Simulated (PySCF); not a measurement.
# Computed records: AlGeH2NO

Computed with PySCF 2.14.0. Calculation on a computer-drawn molecule: the log of a Hartree-Fock and frozen-core CCSD(T) single point meant for a local Hartree-Fock minimum, with one planted fault or none, to be diagnosed. Offsets are logged minus clean, where the clean run is the same molecule without the fault. The reference is restricted for singlets and unrestricted otherwise, and also for a bond in bohr or an excited solution. Adding or removing an electron swaps singlet and doublet. The excited solution moves the top pair (singlet) or top alpha electron (doublet) to the lowest empty orbital. Highest occupied and lowest empty are orbital energies over both spins, largest force is the largest gradient component, triples share is (T) over the correlation energy, the T1 limit is 0.02 restricted and 0.045 unrestricted, electrons count all cores, a negative frequency is imaginary (commonest isotopes), and the dipole is about the centre of nuclear charge; on germanium a core potential holds 10 electrons, which the energies leave out, and 3d is frozen in MP2 and coupled-cluster steps.

## AlGeH2NO

Logged structure:
```xyz
6
AlGeH2NO
O      1.5796    -0.6195     0.0500
Ge     0.6095     0.7610     0.5318
N     -0.7107     0.6661     1.5270
Al    -1.9349    -0.0783     2.5611
H      2.3115    -0.4369    -0.5230
H      1.2072     1.9966    -0.1237
```

```
meant charge                                : 0
meant multiplicity                          : 1
meant basis                                 : cc-pV(D+d)Z
meant basis and core potential on germanium : cc-pVDZ-PP ECP10MDF
logged electrons                            : 62
logged basis functions                      : 84
logged SCF converged                        : yes
logged spin squared                         : 2.1039
logged highest occupied                     : -5.2678 eV
logged lowest empty                         : 0.25435 eV
logged largest force                        : 0.01398 hartree/bohr
logged T1 diagnostic                        : 0.031368
logged D1 diagnostic                        : 0.11113
logged triples share                        : 0.035065
logged CC converged                         : yes
logged dipole magnitude                     : 2.3768 debye
logged SCF stable within its kind           : yes
logged energy HF                            : -665.69467 hartree
logged energy CCSD(T)                       : -666.20283 hartree
possible faults                             : no fault, one electron removed, one electron added, multiplicity raised by two, geometry at a saddle point, SCF held on an excited solution, minimal basis STO-3G, one bond length entered in bohr, all coordinates scaled
planted fault                               : multiplicity raised by two
HF energy offset from clean run             : 46.6 kcal/mol
CCSD(T) energy offset from clean run        : 62.47 kcal/mol
```

Drawn bonds:
| atom | other atom | order |
| --- | --- | --- |
| 1 | 2 | 1 |
| 2 | 3 | 2 |
| 3 | 4 | 1 |
| 1 | 5 | 1 |
| 2 | 6 | 1 |
